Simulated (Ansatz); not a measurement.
`[F][Ge][F]` + `CC(C)(C)[O][AlH2]` → `CC(C)(C)[O][Ge][F]` + `[F][AlH2]`  (redistribution)

Calculated with Ansatz (gas phase, PBE0-D4/def2-TZVP geometries, no zero-point term in ΔE). CCSD(T)/CBS adds triple-zeta CCSD(T) − MP2 to the extrapolated MP2 energy (def2 sets, frozen cores). This one scheme is used for every species. Functionals use def2-TZVPP. HSE06 is defined as in plane-wave codes. For Ge outer-core shells are correlated without core-valence functions, which leaves a few kJ/mol of doubt a bond. Scalar relativity is left out up to krypton. One conformer a species, not always the lowest.

Problem. Is it downhill or uphill in electronic energy at CCSD(T)/CBS, and by how much? (Best estimate.)

Solution. The calculation gave: Downhill: ΔE = -7.9 kcal/mol.

Problem. What do these levels give: revPBE-D4, PBE-QIDH, revPBE, HSE06, HF/def2-TZVPP, MP2/def2-QZVPP? (Estimate.)

Solution. Ansatz gave: revPBE-D4 -6.2, PBE-QIDH -6.8, revPBE -5.0, HSE06 -5.5, HF/def2-TZVPP -5.0, MP2/def2-QZVPP -8.5 kcal/mol.

Largest T1 diagnostic among the species: 0.015.

In def2-TZVPP, CCSD(T) changes the Hartree–Fock value by −2.7 kcal/mol (the triples alone add −0.5 kcal/mol) and MP2 by −3.5 kcal/mol. Leaving LDA and LC-ωPBE aside and taking each functional with its dispersion term where it has one, the values, not all of them listed here, spread over 1.2 kcal/mol, from PBE-QIDH to B97M-V. LDA lies −0.8 kcal/mol from PBE without D4. The D4 term adds −1.0 kcal/mol with B3LYP and −0.6 kcal/mol with PBE0; it sums over pairs of atoms, weighted by their polarisabilities, and B3LYP, whose exchange is more repulsive, gets the larger term.

B3LYP here is the variant with VWN-RPA as its local correlation; programs differ in this.
